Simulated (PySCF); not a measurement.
These compounds are isomers of formula C8H9N3.

A. `Cc1c(C#N)cnn1C1CC1`
B. `InChI=1S/C8H9N3/c1-2-11-9-7-5-3-4-6-8(7)10-11/h3-6H,2H2,1H3`
C. `CC(C)C1=C(C#N)C=NN=C1`
D. SMILES c1(C)n2nnc(C)c2ccc1

Spectrum 1. ¹H NMR (300 MHz, computed): δ 7.85 (d, 1H), 7.32 (m, 1H), 6.96 (d, 1H), 3.01 (s, 3H), 2.89 (s, 3H). ¹³C{¹H} NMR (computed): δ 140.7 (C), 138.8 (C), 138.1 (C), 127.5 (CH), 120.5 (CH), 117.4 (CH), 20.7 (CH3), 13.3 (CH3).

Spectrum 2. ¹H NMR (300 MHz, computed): δ 8.26 (d, 2H), 7.73 (m, 2H), 4.82 (q, 2H), 1.63 (t, 3H). ¹³C{¹H} NMR (computed): δ 149.9 (C), 130.6 (CH), 124.3 (CH), 53.3 (CH2), 20.0 (CH3).

Spectrum 3. ¹H NMR (300 MHz, computed): δ 7.61 (s, 1H), 3.27 (m, 1H), 2.59 (s, 3H), 1.60 (m, 2H), 0.97 (m, 2H). ¹³C{¹H} NMR (computed): δ 150.7 (C), 146.0 (CH), 118.7 (C), 98.5 (C), 31.8 (CH), 11.8 (CH3), 10.1 (CH2).

Spectrum 4. ¹H NMR (300 MHz, computed): δ 9.79 (s, 1H), 9.54 (s, 1H), 3.36 (sept, 1H), 1.38 (d, 6H). ¹³C{¹H} NMR (computed): δ 155.7 (CH), 155.0 (C), 154.4 (CH), 121.0 (C), 114.5 (C), 35.4 (CH), 25.5 (CH3).

PySCF 2.14 calculation with coordinates at the GFN2-xTB level and PBE0/pcSseg-1 with gauge-including orbitals; single conformer, relativity neglected, no solvent model, averaged over atoms made equivalent by symmetry, fast rotation or ring inversion.

δ = σ(ref) − σ, references computed at the same level: TMS for ¹H and ¹³C. Where no couplings were computed, multiplicities follow the n + 1 count of equivalent neighbours, and m marks all less simple cases (inequivalent or close neighbours, rings, F or P nearby). Shifts are as computed. Against solution values, carbons near 30 ppm lie about +3 ppm off and those near 130 ppm about +5 ppm. Of 1211 compounds with measured shifts, 218 miss one by over three times the rms of a fit or turn the order of signals round; such compounds aren't used in these exercises.

Question: Which spectrum belongs to which compound?

Answer: 1–D, 2–B, 3–A, 4–C.

- Spectrum 1 (D): 8 ¹³C signals; δC 127.5 is an aromatic CH; δC 20.7 is a methyl carbon on an aromatic ring.
- Spectrum 2 (B): 5 ¹³C signals; δC 130.6 is an aromatic CH; δC 53.3 is an sp3 CH2 bonded to N.
- Spectrum 3 (A): 7 ¹³C signals; δC 146.0 is an aromatic CH next to a ring nitrogen; δC 118.7 is a nitrile carbon.
- Spectrum 4 (C): 7 ¹³C signals; δC 155.7 is an aromatic CH next to a ring nitrogen; δC 154.4 is an aromatic CH next to a ring nitrogen.
